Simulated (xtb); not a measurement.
I2Zn (SMILES [I][Zn][I]), singlet, from a rough starting geometry (GFN-xTB shapes and energies of metal compounds can be far from the true ones); GFN2-xTB (xtb 6.7.1).

xtb was given this input:
```
$ xtb mol.xyz --gfn 2 --opt vtight --json

# file mol.xyz
3

Zn    -0.04203817    -0.04749935     0.01521474
I     -0.19121671     1.93330640    -1.47218592
I      0.27312355    -1.92690358     1.49844275
```

Output, abridged:

```
   ID    Z sym.   atoms
    1   30 Zn     1
    2   53 I      2, 3

           -------------------------------------------------
          |                Calculation Setup                |
           -------------------------------------------------

           -------------------------------------------------
          |                 G F N 2 - x T B                 |
           -------------------------------------------------

          ...................................................
          :                      SETUP                      :
          :.................................................:
          :  # basis functions                  24          :
          :  # atomic orbitals                  22          :
          :  # shells                            8          :
          :  # electrons                        16          :
          :  max. iterations                   250          :
          :  Hamiltonian                  GFN2-xTB          :
          :  restarted?                      false          :
          :  GBSA solvation                  false          :
          :  PC potential                    false          :
          :  electronic temp.          300.0000000     K    :
          :  accuracy                    1.0000000          :
          :  -> integral cutoff          0.2500000E+02      :
          :  -> integral neglect         0.1000000E-07      :
          :  -> SCF convergence          0.1000000E-05 Eh   :
          :  -> wf. convergence          0.1000000E-03 e    :
          :  Broyden damping             0.4000000          :
          :  net charge                          0          :
          :  unpaired electrons                  0          :
          ...................................................

 iter      E             dE          RMSdq      gap      omega  full diag
   1     -8.2057924 -0.820579E+01  0.245E+01    5.07       0.0  T
   2     -8.1390299  0.667625E-01  0.604E+00    6.33       1.0  T
   3     -8.0811548  0.578751E-01  0.164E+01    4.37       1.0  T
   4     -8.2258976 -0.144743E+00  0.997E+00    4.63       1.0  T
   5     -8.2941279 -0.682303E-01  0.225E+00    4.98       1.0  T
   6     -8.2968236 -0.269570E-02  0.107E+00    5.13       1.0  T
   7     -8.2970904 -0.266808E-03  0.221E-01    5.09       1.0  T
   8     -8.2971139 -0.235159E-04  0.675E-02    5.11       1.0  T
   9     -8.2971149 -0.958287E-06  0.296E-02    5.11       2.0  T
  10     -8.2971159 -0.985265E-06  0.154E-02    5.11       3.8  T
  11     -8.2971159 -0.596454E-07  0.140E-02    5.11       4.1  T
  12     -8.2971159  0.229110E-08  0.400E-03    5.11      14.4  T
  13     -8.2971160 -0.267220E-07  0.195E-03    5.11      29.6  T
  14     -8.2971160 -0.221550E-08  0.540E-04    5.11     106.9  T
  15     -8.2971160  0.995648E-11  0.206E-04    5.11     280.6  T

   *** convergence criteria satisfied after 15 iterations ***

         :::::::::::::::::::::::::::::::::::::::::::::::::::::
         ::                     SUMMARY                     ::
         :::::::::::::::::::::::::::::::::::::::::::::::::::::
         :: total energy              -8.284626699996 Eh    ::
         :: gradient norm              0.015374689022 Eh/a0 ::
         :: HOMO-LUMO gap              5.107046594030 eV    ::
         ::.................................................::
         :: SCC energy                -8.297116161176 Eh    ::
         :: -> isotropic ES            0.046320834017 Eh    ::
         :: -> anisotropic ES          0.005029009161 Eh    ::
         :: -> anisotropic XC         -0.016565496942 Eh    ::
         :: -> dispersion             -0.002501965449 Eh    ::
         :: repulsion energy           0.012489461180 Eh    ::
         :: add. restraining           0.000000000000 Eh    ::
         :: total charge               0.000000000000 e     ::
         :::::::::::::::::::::::::::::::::::::::::::::::::::::

[...]
 * total energy  :    -8.2846267 Eh     change       -0.1388401E-10 Eh
 * total energy  :    -8.2830715 Eh     change        0.1555197E-02 Eh
 * total energy  :    -8.2849491 Eh     change       -0.1877607E-02 Eh
 * total energy  :    -8.2848212 Eh     change        0.1278837E-03 Eh
 * total energy  :    -8.2850561 Eh     change       -0.2348239E-03 Eh
 * total energy  :    -8.2850596 Eh     change       -0.3566441E-05 Eh
 * total energy  :    -8.2850603 Eh     change       -0.6460688E-06 Eh
 * total energy  :    -8.2850604 Eh     change       -0.1136570E-06 Eh
 * total energy  :    -8.2850604 Eh     change       -0.1731477E-07 Eh
   *** GEOMETRY OPTIMIZATION CONVERGED AFTER 9 ITERATIONS ***
         :: total energy              -8.285060394317 Eh    ::
[...]
         :::::::::::::::::::::::::::::::::::::::::::::::::::::

           -------------------------------------------------
          |                Property Printout                |
           -------------------------------------------------

    * Orbital Energies and Occupations

         #    Occupation            Energy/Eh            Energy/eV
      -------------------------------------------------------------
         1        2.0000           -0.7677922             -20.8927
         2        2.0000           -0.7654421             -20.8287
         3        2.0000           -0.5524782             -15.0337
         4        2.0000           -0.4651507             -12.6574
         5        2.0000           -0.4589853             -12.4896
         6        2.0000           -0.4589853             -12.4896
         7        2.0000           -0.4446683             -12.1000
         8        2.0000           -0.4446683             -12.1000 (HOMO)
         9                         -0.2544827              -6.9248 (LUMO)
        10                         -0.1021921              -2.7808
        11                         -0.1021920              -2.7808
        12                         -0.0149138              -0.4058
        13                         -0.0132451              -0.3604
        14                         -0.0132450              -0.3604
        15                         -0.0045020              -0.1225
        16                         -0.0045020              -0.1225
        17                         -0.0040510              -0.1102
        18                         -0.0040510              -0.1102
        19                          0.0674985               1.8367
       ...                                ...                  ...
        22                          2.7654336              75.2513
      -------------------------------------------------------------
                  HL-Gap            0.1901855 Eh            5.1752 eV
             Fermi-level           -0.3495755 Eh           -9.5124 eV

     #   Z          covCN         q      C6AA      α(0)
     1  30 Zn       1.670     0.224   122.578    21.627
     2  53 I        0.835    -0.112   379.938    33.649
     3  53 I        0.835    -0.112   379.938    33.649

 Mol. C6AA /au·bohr⁶  :       2499.629320
 Mol. C8AA /au·bohr⁸  :     221697.791958
 Mol. α(0) /au        :         88.925774

Wiberg/Mayer (AO) data.
largest (>0.10) Wiberg bond orders for each atom

 ---------------------------------------------------------------------------
     #   Z sym  total        # sym  WBO       # sym  WBO       # sym  WBO
 ---------------------------------------------------------------------------
     1  30 Zn   2.118 --     3 I    1.059     2 I    1.059
     2  53 I    1.278 --     1 Zn   1.059     3 I    0.219
     3  53 I    1.278 --     1 Zn   1.059     2 I    0.219
 ---------------------------------------------------------------------------

Topologies differ in total number of bonds
Writing topology from bond orders to xtbtopo.mol

molecular dipole:
                 x           y           z       tot (Debye)
 q only:       -0.000      -0.000      -0.000
   full:       -0.002      -0.000      -0.000       0.004
molecular quadrupole (traceless):
                xx          xy          yy          xz          yz          zz
 q only:        2.324       0.546      -2.068      -0.421       3.435      -0.256
  q+dip:       13.771       3.236     -12.254      -2.493      20.357      -1.517
   full:       14.011       3.292     -12.468      -2.537      20.711      -1.543

optimized geometry written to: xtbopt.xyz

           -------------------------------------------------
          | TOTAL ENERGY               -8.285060394317 Eh   |
          | GRADIENT NORM               0.000005164723 Eh/α |
          | HOMO-LUMO GAP               5.175212088673 eV   |
           -------------------------------------------------

normal termination of xtb
```
